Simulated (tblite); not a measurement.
Compound: C4H6BFN2.
Atom-mapped SMILES: `[NH2:1][B:2]([F:3])[n:4]1[cH:5][cH:6][cH:7][cH:8]1` (hydrogens: H9, H10 on N1; H11 on C5; H12 on C6; H13 on C7; H14 on C8)

Computed with GFN2-xTB (tblite), gas phase: L-BFGS steps from a force-field or distance-geometry start until the largest atomic force falls under 0.01 eV/Å.

Geometry at step 30:
```
atom  x, y, z in Å
N1      2.4958   -0.6844   -0.1811
B2      1.4792   -0.0816    0.6119
F3      1.7237    0.3008    1.8716
N4      0.1313    0.1361    0.1315
C5     -0.7873    0.7673    0.9525
C6     -2.0124    0.7307    0.3700
C7     -1.8622    0.0385   -0.8586
C8     -0.5577   -0.3198   -0.9885
H9      2.8495   -1.6350   -0.0211
H10     2.6048   -0.4213   -1.1561
H11    -0.3885    1.1255    1.8910
H12    -2.9074    1.1401    0.7821
H13    -2.5976   -0.2041   -1.5965
H14    -0.1718   -0.8933   -1.8309
```

Question: What forces act on the atoms?

Answer: 
| atom | Fx (eV/Å) | Fy (eV/Å) | Fz (eV/Å) |
| --- | --- | --- | --- |
| N1 | 0.328 | -0.613 | -0.232 |
| B2 | -0.109 | -0.301 | -0.513 |
| F3 | 0.061 | -0.349 | -0.217 |
| N4 | 0.204 | -0.105 | -0.087 |
| C5 | 0.329 | -0.126 | -0.103 |
| C6 | 0.096 | 0.016 | 0.137 |
| C7 | 0.106 | -0.048 | -0.082 |
| C8 | 0.111 | 0.085 | 0.102 |
| H9 | -0.038 | 1.082 | 0.127 |
| H10 | -0.366 | -0.315 | 0.345 |
| H11 | -0.546 | 0.133 | -0.230 |
| H12 | -0.212 | 0.043 | -0.016 |
| H13 | -0.308 | 0.115 | 0.080 |
| H14 | 0.344 | 0.381 | 0.688 |

The largest, 1.09 eV/Å, acts on H9; the rms over all components is 0.315 eV/Å. The forces sum to zero within rounding, as they must for an isolated molecule in no field.

Question: Give the force on H9 in Eh/bohr and in nN.

Answer: 1.090 eV/Å ÷ 51.422 = 0.02120 Eh/bohr, and 1.090 eV/Å × 1.602 = 1.75 nN.

Question: How far is this geometry from the end of the optimisation?

Answer: 0.679 eV above it, and 0.347 Å rms away after alignment. The bonds farthest from their final lengths, with half the difference of the two atoms' forces along the bond (positive lengthens):

```json
{"bond": "N1–B2", "now (Å)": "1.423", "final (Å)": "1.389", "force along bond (eV/Å)": "+0.14"}
{"bond": "N1–H9", "now (Å)": "1.027", "final (Å)": "1.004", "force along bond (eV/Å)": "-0.82"}
{"bond": "C8–H14", "now (Å)": "1.090", "final (Å)": "1.072", "force along bond (eV/Å)": "-0.26"}
{"bond": "N4–C8", "now (Å)": "1.392", "final (Å)": "1.375", "force along bond (eV/Å)": "-0.08"}
{"bond": "N1–H10", "now (Å)": "1.016", "final (Å)": "1.003", "force along bond (eV/Å)": "-0.28"}
{"bond": "C5–H11", "now (Å)": "1.081", "final (Å)": "1.072", "force along bond (eV/Å)": "-0.17"}
```

The angle farthest from its final value is N4–C8–H14, 128.3° against 121.0°.

Of the 5 listed bonds off by 0.010 Å or more, this force points towards the final length in 4.

The cost below is that of the whole relaxation. Hardware: Arm Neoverse N1, one thread, no GPU (shared host). Cost: 0.85 s wall.
